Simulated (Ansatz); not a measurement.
`CC(C)(C#N)C#N` → 5 C• + 6 H• + 2 N•  (atomization)

Program: Ansatz. Geometries: PBE0-D4/def2-TZVP. ΔE: electronic, gas phase. CCSD(T)/CBS is the MP2 limit (def2-TZVPP, def2-QZVPP) plus CCSD(T) − MP2 in def2-TZVPP, frozen cores. This one scheme is used for every species, atoms too. DFT in def2-TZVPP. No spin–orbit coupling; open shells (•) take unrestricted orbitals. Spin–orbit coupling would lower the free atoms: a little for C.

| level | ΔE (eV) |
| --- | --- |
| PBE-D4 | 62.76 |
| PBE0-D4 | 61.05 |
| revPBE | 60.12 |
| r2SCAN0 | 59.05 |
| BHLYP | 57.87 |
| MP2/def2-SVP | 59.26 |
| CCSD/def2-SVP | 56.98 |
| MP2/def2-QZVPP | 61.45 |

(1) What does CCSD(T)/CBS give? (An estimate is asked.)

(2) What do rigid-rotor, harmonic-oscillator terms from PBE0-D4/def2-TZVP frequencies (298.15 K, 1 bar) make of the CCSD(T)/CBS value? (Estimate.)

Largest T1 diagnostic among the species: 0.012.

Answers

(1) Computed: +60.36 eV. The listed levels differ from it by 2.40, 0.69, -0.24, -1.31, -2.49, -1.10, -3.38, 1.09 eV.

(2) The calculation gave: ΔZPE = -2.75 eV, ΔH = +58.21 eV, ΔS = 1440 J/(mol·K), ΔG = +53.76 eV. Open shells count their whole term as degenerate.

Leaving LDA and LC-ωPBE aside and taking each functional with its dispersion term where it has one, the values, not all of them listed here, spread over 4.55 eV, from BHLYP-D4 to PBE-D4. LDA lies +7.38 eV from PBE without D4, its usual overbinding. From r2SCAN to r2SCAN0 (25 % exact exchange), in def2-TZVPP and without D4, ΔE moves by −1.27 eV: exact exchange takes away binding that semilocal exchange gives to molecules. In def2-TZVPP, CCSD(T) changes the Hartree–Fock value by +16.36 eV (the triples alone add +1.22 eV) and MP2 by +18.08 eV; breaking electron pairs costs correlation energy, which Hartree–Fock lacks.

For atomizations the MP2-based limit and the directly extrapolated one differ by several kJ/mol either way, and by 10 to 25 for some Ge, Se and Sn compounds, so smaller differences from it don't rank the levels.
